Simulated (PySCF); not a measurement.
Estimate the missing entries of this data sheet.

Compound: C8H9N.
Numbering: `[cH:1]1[cH:2][cH:3][c:4]([CH:5]2[CH2:6][CH2:7]2)[n:8][cH:9]1` (hydrogens: H10 on C1; H11 on C2; H12 on C3; H13 on C5; H14, H15 on C6; H16, H17 on C7; H18 on C9)

Conformer (atom-mapped SMILES and torsion angles): `[cH:1]1[cH:2][cH:3][c:4]([CH:5]2[CH2:6][CH2:7]2)[n:8][cH:9]1`: C3–C4–C5–C6 146°.

```json
{"property": "point group of the GFN2-xTB geometry", "level": "GFN2-xTB", "value": "Cs"}
{"property": "rotational constants A, B, C of the GFN2-xTB geometry", "level": "GFN2-xTB", "value": "4.388, 1.181, 1.003 GHz"}
{"property": "dipole moment", "level": "PBE0/def2-SVPD", "value": "1.59 D"}
{"property": "HOMO energy", "level": "PBE0/def2-SVPD", "value": "?"}
{"property": "LUMO energy", "level": "PBE0/def2-SVPD", "value": "?"}
{"property": "lowest singlet excitation", "level": "TDDFT PBE0/def2-SVPD", "value": "4.93 eV (251 nm, f = 0.003)"}
{"property": "strongest line among the 6 lowest singlet transitions", "level": "TDDFT PBE0/def2-SVPD", "value": "S4 at 5.99 eV (207 nm, f = 0.231)"}
{"property": "lowest triplet excitation (Tamm–Dancoff)", "level": "TDA PBE0/def2-SVPD", "value": "4.15 eV"}
{"property": "static isotropic polarisability", "level": "PBE0/def2-SVPD", "value": "?"}
{"property": "electronic spatial extent ⟨r²⟩ about the centre of nuclear charge", "level": "PBE0/def2-SVPD", "value": "1199 bohr²"}
{"property": "13C chemical shifts (computed TMS as zero) by class", "level": "GIAO PBE0/pcSseg-1", "value": "170.1 (C4), 155.6 (C9), 141.7 (C2), 127.2 (C3), 124.5 (C1), 20.6 (C5), 14.8 (C6/C7) ppm"}
{"property": "1H chemical shifts (computed TMS as zero) by class", "level": "GIAO PBE0/pcSseg-1", "value": "8.75 (H18), 7.80 (H11), 7.43 (H12), 7.13 (H10), 1.80 (H13), 1.27 (H14/H17), 0.96 (H15/H16) ppm"}
{"property": "isotropic shieldings of nuclei other than C and H, by class", "level": "GIAO PBE0/pcSseg-1", "value": "-70 (N8) ppm"}
```

Electronic properties: PySCF, gas phase, density fitting.

(1) Give the static isotropic polarisability.

(2) What is the LUMO energy?

(3) What is the HOMO energy?

Answers

(1) 96.3 au.

(2) -0.73 eV.

(3) -6.97 eV.

The vertical singlet–triplet gap S1 − T1 is 0.78 eV (TDDFT singlet less Tamm–Dancoff triplet; S1: HOMO−1→LUMO, weight 0.99; T1: HOMO→LUMO+1, weight 0.61). The dipole equals about 5.3 × 10⁻³⁰ C·m (1 D = 3.33564 × 10⁻³⁰ C·m). The largest Löwdin shares of the HOMO are 0.18 on C1, 0.15 on C3, 0.13 on C4 and 0.12 on C9. No computed singlet falls in the visible range (750 to 380 nm, 1.65 to 3.26 eV); S1 lies 1.67 eV above its blue end. With B = h/(8π²I), that is 505.379 GHz u Å² over I, the principal moments of inertia are 115.2, 427.9 and 503.8 u Å² (most abundant isotopes).

One conformer stands for the species.
